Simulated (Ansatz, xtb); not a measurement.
**Two isomers of C4H6N2S**

Structure X is `CSc1ncc[nH]1`, a singlet and structure Y is `CCc1ncns1`, a singlet. Both are isolated molecules in the gas phase, relaxed with r2SCAN-D4/def2-SVP; the shapes shown needn't be the lowest conformers.

X (Å):

| atom | x (Å) | y (Å) | z (Å) |
| --- | --- | --- | --- |
| C | -2.0264 | 0.5388 | -0.5359 |
| C | -0.0859 | -1.2629 | -0.0220 |
| C | 0.8566 | -2.4466 | -1.5362 |
| C | 1.4519 | -2.8190 | -0.3537 |
| N | -0.0974 | -1.4787 | -1.3204 |
| N | 0.8347 | -2.0484 | 0.6156 |
| S | -1.0912 | -0.1287 | 0.8629 |
| H | -2.5862 | -0.2626 | -1.0360 |
| H | -1.3463 | 1.0108 | -1.2574 |
| H | -2.7149 | 1.2828 | -0.1130 |
| H | 1.0641 | -2.8241 | -2.5376 |
| H | 2.2323 | -3.5363 | -0.1096 |
| H | 1.0270 | -2.0617 | 1.6106 |

Y (Å):

```yaml
atoms:
  - { symbol: C, position_ang: [-1.1044, 0.3281, 0.3836] }
  - { symbol: C, position_ang: [-1.3031, -1.1294, -0.0426] }
  - { symbol: C, position_ang: [-0.0499, -1.7735, -0.5402] }
  - { symbol: C, position_ang: [1.4177, -2.6781, -1.8790] }
  - { symbol: N, position_ang: [0.1614, -2.1579, -1.7759] }
  - { symbol: N, position_ang: [2.2053, -2.7294, -0.8267] }
  - { symbol: S, position_ang: [1.3536, -2.0792, 0.4543] }
  - { symbol: H, position_ang: [-0.7236, 0.9329, -0.4534] }
  - { symbol: H, position_ang: [-0.3851, 0.4099, 1.2138] }
  - { symbol: H, position_ang: [-2.0574, 0.7650, 0.7176] }
  - { symbol: H, position_ang: [-2.0352, -1.1994, -0.8617] }
  - { symbol: H, position_ang: [-1.7033, -1.7155, 0.8032] }
  - { symbol: H, position_ang: [1.7797, -3.0577, -2.8399] }
```

Estimate E(Y) − E(X) at the level CCSD(T)/def2-SVP + ΔMP2/def2-TZVPP.

Calculated at CCSD(T)/def2-SVP + ΔMP2/def2-TZVPP: E(Y) − E(X) = −5.0 kcal/mol, so structure Y lies lower.

Level by level:

```tsv
level	geometry	E(Y) − E(X) (kcal/mol)	departure from the last row (kcal/mol)	job, with rough time for the two
GFN2-xTB	GFN2-xTB	−3.3	+1.7	optimisation, 0.19 s
HF/STO-3G	GFN2-xTB	−3.4	+1.6	single point, 0.32 s
r2SCAN-D4/def2-SVP//GFN2-xTB	GFN2-xTB	+1.5	+6.5	single point, 3.4 s
r2SCAN-D4/def2-SVP	r2SCAN-D4/def2-SVP	+0.7	+5.7	optimisation, 29 s
HF/def2-SVP	r2SCAN-D4/def2-SVP	+4.1	+9.0	part of the CCSD(T) run
MP2/def2-SVP	r2SCAN-D4/def2-SVP	−0.9	+4.1	part of the CCSD(T) run
CCSD(T)/def2-SVP	r2SCAN-D4/def2-SVP	−2.2	+2.8	single point
CCSD(T)/def2-SVP + ΔMP2/def2-TZVPP	r2SCAN-D4/def2-SVP	−5.0		single point, 51 s
```

As drawn, Y has 2 C–C, 1 N∷S, 1 C∷S, 1 C–H in place of 2 C–S, 1 C∷N, 1 C∷C, 1 N–H (∷ is an aromatic bond).

r2SCAN-D4/def2-SVP//GFN2-xTB, r2SCAN-D4/def2-SVP, HF/def2-SVP put the two in the other order. The largest departure from CCSD(T)/def2-SVP + ΔMP2/def2-TZVPP is that of HF/def2-SVP, 9.0 kcal/mol. The last row adds to CCSD(T) the change of the MP2 difference between the two basis sets, here −2.8 kcal/mol.

With thermal terms from frequencies at re-optimised GFN2-xTB minima (ideal gas, soft modes damped towards free rotors, one conformer each, 298.15 K, 1 atm): the zero-point term adds +0.5 kcal/mol; ΔH is −4.7 and ΔG −4.1 kcal/mol.

The correlated steps freeze 11 core orbitals. Run with Ansatz 0.2.0, xtb 6.7.1; the last row on 4 threads of Arm Neoverse V1 on a shared host.
